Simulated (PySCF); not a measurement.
C10H11F3, SMILES CC(C)c1ccc(C(F)(F)F)cc1 at its GFN2-xTB optimised geometry (Å):

```
24

C     -1.2781    -2.9107    -1.2664
C     -1.5810    -2.1010    -0.0035
C     -1.2793    -2.9194     1.2539
C     -0.8029    -0.8094     0.0000
C     -1.4667     0.4121     0.0015
C     -0.7682     1.6045     0.0012
C      0.6200     1.5834    -0.0038
C      1.3695     2.8822     0.0204
F      1.4022     3.4274     1.2550
F      0.8164     3.8137    -0.7763
F      2.6486     2.7646    -0.3666
C      1.3009     0.3739     0.0000
C      0.5880    -0.8094     0.0000
H     -0.2348    -3.2139    -1.2924
H     -1.4865    -2.3193    -2.1552
H     -1.8957    -3.8053    -1.2933
H     -2.6486    -1.8561    -0.0031
H     -1.4876    -2.3341     2.1466
H     -1.8976    -3.8137     1.2742
H     -0.2362    -3.2238     1.2784
H     -2.5466     0.4327     0.0029
H     -1.2918     2.5484    -0.0002
H      2.3801     0.3629    -0.0019
H      1.1279    -1.7435     0.0002
```

Level of theory: PBE0/def2-SVP (PySCF). Cells within 0.4 Å of a nucleus heavier than hydrogen are left out (blank, or x).

Map of the HOMO amplitude (bohr^(-3/2)) on the plane z = 1.5 Å; orbital energy -7.50 eV, overall sign arbitrary:

```
|5555555555555555555555555555555|
|5555555555555555555555555555555|
|5555555555555555555555555555555|
|5555555555555555555555555555555|
|5555555555555555566765555555555|
|5555555555555555568976555555555|
|555555555555555554xx86555555555|
|555555555555556552xx55555555555|
|5555555555556666641245555555555|
|5555555555566777765555555555555|
|5555555555566789987665555555555|
|5555555555556789998766555555555|
|5555555544455678998766555555555|
|5555555444434567787766555555555|
|5555555444322345566665555555555|
|5555555443321123345555555555555|
|5555555443311001234455555555555|
|5555555544321000123445555555555|
|5555555554432111123445555555555|
|5555555555554322233445555555555|
|5555555555676543334445555555555|
|5555555556788765444455555555555|
|555555555554x665555555555555555|
|555555554420x455555555555555555|
|5555555443001345555555555555555|
|5555555443112345555555555555555|
|5555555443333445555555555555555|
|5555555444444445555555555555555|
|5555555544444455555555555555555|
|5555555555555555555555555555555|
|5555555555555555555555555555555|
```
Scale: ten equal steps from -0.041 (start of '0') to 0.037 (end of '9'), in the order '0123456789'; x runs from -6.00 to 6.00, y from -6.00 (bottom) to 6.00 (top).
